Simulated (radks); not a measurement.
Q: The lanthanum ion La50+, [He] 2s2 2p3. Method: non-relativistic Kohn-Sham, LDA (Slater exchange, Perdew-Wang correlation), spin-polarised, spherical densities, point nucleus; computed with a radial shooting solver on a logarithmic mesh with Libxc functionals. Every spin shell is full or empty, so the densities are truly spherical. Functionals are evaluated on that one density, not self-consistently. Rank these orbital-free kinetic functionals by their error against the exact value of the orbitals, and give that value: Thomas-Fermi, TF + vW/5, APBEK, revAPBEK, Perdew 92, Thakkar, Pearson, LKT, DePristo-Kress.

A: Exact: 5029.93 hartree. From best to worst, with 100 (|E| - |E exact|)/|E exact| (equal figures are ties): APBEK +0.01, Thakkar -0.22, Perdew 92 -0.44, DePristo-Kress -0.47, revAPBEK +0.48, Pearson -2.53, TF + vW/5 +5.53, Thomas-Fermi -7.92, LKT +35.99.
